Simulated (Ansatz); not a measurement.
`[TeH][SiH]1CC1` + HBr → `Br[SiH]1CC1` + H₂Te  (ligand exchange at the Si–Te bond)

Isolated molecules relaxed with PBE0-D4/def2-TZVP in Ansatz; ΔE leaves out vibrations. CBS: MP2 limit from def2 TZ/QZ plus the TZ coupled-cluster correction, frozen cores. Functionals use def2-TZVPP. B3LYP here is the variant with VWN-RPA as its local correlation; programs differ in this. def2 core potentials past Kr. For Br, Te outer-core shells are correlated without core-valence functions, which leaves a few kJ/mol of doubt a bond. Scalar relativity is left out up to krypton.

```
             level  ΔE (kcal/mol)  difference from CCSD(T)/CBS
         r2SCAN-D4           -6.5                         -0.6
           PBE0-D4           -5.5                          0.4
          B3LYP-D4           -6.5                         -0.6
           ωB97M-V           -7.4                         -1.5
            B2PLYP           -7.0                         -1.1
               PBE           -5.5                          0.4
            r2SCAN           -6.6                         -0.7
              PBE0           -6.1                         -0.2
     HF/def2-TZVPP          -10.1                         -4.2
SCS-MP2/def2-TZVPP           -6.6                         -0.7
   CCSD/def2-TZVPP           -7.1                         -1.2
CCSD(T)/def2-TZVPP           -6.4                         -0.5
     HF/def2-QZVPP          -10.1                         -4.2
    MP2/def2-QZVPP           -5.3                          0.6
      HF/CBS(def2)          -10.1                         -4.2
     MP2/CBS(def2)           -5.1                          0.8
       CCSD(T)/CBS           -5.9                            0
```

Largest T1 diagnostic among the species: 0.011.

In def2-TZVPP, CCSD(T) changes the Hartree–Fock value by +3.7 kcal/mol (the triples alone add +0.7 kcal/mol) and MP2 by +4.5 kcal/mol. The D4 term adds +1.0 kcal/mol with B3LYP and +0.6 kcal/mol with PBE0; it sums over pairs of atoms, weighted by their polarisabilities, and B3LYP, whose exchange is more repulsive, gets the larger term.

CCSD(T)/CBS has its own doubt, a few kJ/mol and more with outer-core shells, so smaller differences from it don't rank the levels.
